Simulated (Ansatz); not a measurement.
`F[B]([AlH2])[SiH3]`. Charge 0, multiplicity 1.

```json
{"atom": "F1", "x (Å)": "0.8433", "y (Å)": "-1.8481", "z (Å)": "-0.7851"}
{"atom": "B2", "x (Å)": "0.3974", "y (Å)": "-0.6670", "z (Å)": "-0.3607"}
{"atom": "Al3", "x (Å)": "1.2907", "y (Å)": "1.1588", "z (Å)": "-1.1213"}
{"atom": "Si4", "x (Å)": "-1.1350", "y (Å)": "-0.6459", "z (Å)": "1.0006"}
{"atom": "H5", "x (Å)": "2.5299", "y (Å)": "1.8266", "z (Å)": "-0.3769"}
{"atom": "H6", "x (Å)": "0.6735", "y (Å)": "1.9069", "z (Å)": "-2.3841"}
{"atom": "H7", "x (Å)": "-2.3048", "y (Å)": "0.0219", "z (Å)": "0.3564"}
{"atom": "H8", "x (Å)": "-1.5654", "y (Å)": "-1.9723", "z (Å)": "1.5236"}
{"atom": "H9", "x (Å)": "-0.7296", "y (Å)": "0.2191", "z (Å)": "2.1476"}
```

Q: What are the harmonic wavenumbers in cm⁻¹ at PBE0-D4/def2-TZVP (Ansatz, finite differences of forces, unscaled)? (Estimate.)

A: Ansatz gave: 29, 99, 104, 223, 227, 370, 381, 468, 578, 608, 729, 793, 886, 931, 934, 1254, 1897, 1905, 2193, 2196, 2214.

Q: Is this a minimum?

A: Yes, all 21 modes are real.

Q: Give the ideal-gas thermochemistry at 298.15 K and 1 bar (rigid rotor, harmonic oscillator; point group C1, symmetry number 1).

A: Zero-point energy 113.7 kJ/mol; H(298) − E = 136.7 kJ/mol; entropy 367.7 J/(mol·K), of which translation 165.0, rotation 113.6, vibration 89.0; G(298) − E = 27.1 kJ/mol. Modes under 100 cm⁻¹ are hindered rotations or soft bends, so the harmonic entropy is rough.

Q: And at 400, 500, 600, 800 and 1000 K?

A: 
| T (K) | H − E (kJ/mol) | S (J/mol/K) | G − E (kJ/mol) |
| --- | --- | --- | --- |
| 400 | 149.1 | 403.3 | -12.2 |
| 500 | 162.7 | 433.6 | -54.1 |
| 600 | 177.5 | 460.5 | -98.8 |
| 800 | 209.6 | 506.6 | -195.6 |
| 1000 | 244.3 | 545.3 | -300.9 |

Q: Rotational constants (cm⁻¹)?

A: 0.1808, 0.07526, 0.05547.
